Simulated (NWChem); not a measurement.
Molecule: CH₂ClF; SMILES C(F)Cl

Results from NWChem. The level has its own optimisation; frequencies are unscaled.

Predict the results for Hartree-Fock/STO-3G. Quantities: r C–F (Å); r C–Cl (Å); r C–H (Å); highest harmonic frequency (cm⁻¹); lowest (cm⁻¹); zero-point energy (kcal/mol); dipole (D).


- r C–F (Å): 1.367
- r C–Cl (Å): 1.826
- r C–H (Å): 1.101
- highest harmonic frequency (cm⁻¹): 3678
- lowest (cm⁻¹): 411
- zero-point energy (kcal/mol): 22.5
- dipole (D): 2.25
